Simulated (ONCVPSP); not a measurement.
**How hard is this N (Z = 7) ONCV potential?**

- Element: N (Z = 7)
- Generator: ONCVPSP 4.0.1
- Type: optimised norm-conserving Vanderbilt (ONCV)
- Functional: PBEsol
- Relativity: scalar-relativistic
- Frozen core: [He]
- Valence charge: 5
- Reference configuration: 2s2 2p3
- Partial waves: 2s: rc 1.05 bohr, ncon 4, nbas 8, qcut 5.6 1/bohr, 2 projectors, debl 3.8 Ha; 2p: rc 1.70 bohr, ncon 4, nbas 7, qcut 9.3 1/bohr, 3 projectors, debl 2.8 Ha
- Local potential: polynomial inside 0.80 bohr (lpopt 5, dvloc0 1 Ha)
- Core correction: Teter function, fcfact 6, rcfact 1.05

For each optimised wave give the share of its norm inside rc, the residual kinetic energy above qcut (Ha) and the cutoffs (Ha) for errors of 10, 1, 0.1 and 0.01 mHa per electron.

```tsv
wave	norm inside rc	residual KE	10 mHa	1 mHa	0.1 mHa	0.01 mHa
2s	0.369	6.5e-03	13.8	76.6	152.2	178.3
s projector 2	0.074	8.4e-03	15.1	36.0	88.4	157.8
2p	0.686	1.5e-08	18.2	24.8	29.9	34.4
p projector 2	0.186	7.7e-07	21.9	28.9	34.6	38.9
p projector 3	0.158	1.7e-05	26.5	33.4	39.0	45.2
```

The occupied waves need 77 Ha and 152 Ha for 1 and 0.1 mHa. Its largest configuration-test error is +778 meV.
